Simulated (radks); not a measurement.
Problem. Valence configurations of the cobalt ion Co2+ (all share [Ar]). All-electron calculation, non-relativistic Kohn-Sham, PBE, spin-polarised, spherical densities, point nucleus; open shells are filled with parallel spins first. Program: a radial shooting solver on a logarithmic mesh with Libxc functionals. Order these by energy: 3d6 4s1; 3d7; 3d6.5 4s0.5; 3d4 4p3; 3d4.5 4s0.5 4p2; 3d5 4p2; 3d5 4s2; 3d6.5 4p0.5; 3d6 4p1; 3d5.5 4p1.5.

Solution. From the lowest, in eV above it: 3d7 0.000; 3d6.5 4s0.5 2.503; 3d6 4s1 5.670; 3d6.5 4p0.5 5.704; 3d6 4p1 12.381; 3d5 4s2 16.833; 3d5.5 4p1.5 20.112; 3d5 4p2 28.972; 3d4.5 4s0.5 4p2 38.658; 3d4 4p3 57.627. NIST lists [Ar] 3d7 as the ground configuration; this level of theory agrees among the configurations tried. The energies are those of spherical high-spin densities, not of single terms.
